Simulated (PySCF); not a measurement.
Level of theory: PBE-D3(BJ)/def2-TZVP // TPSS-D3(BJ)/def2-SVP (PySCF). All species are isolated molecules in the gas phase. One relaxed conformer stands for a flexible species; it need not be the lowest. 

Reference species: [Mo(Cl)4(NH2)2] (neutral, multiplicity 1).

```json
{
 "HOMO–LUMO gap": "1.45 eV",
 "charge on the central atom (Mulliken)": "0.85 e"
}
```

Changed species: [Mo(Cl)6] (0 of 6 Cl replaced by NH2; the reference has 2 of 6 Cl replaced by NH2).

Task: Give the shifts of the HOMO–LUMO gap and charge on the central atom (Mulliken).

Result: the HOMO–LUMO gap increases by 0.10 eV, to 1.55 eV; the charge on the central atom (Mulliken) decreases by 0.16 e, to 0.69 e.
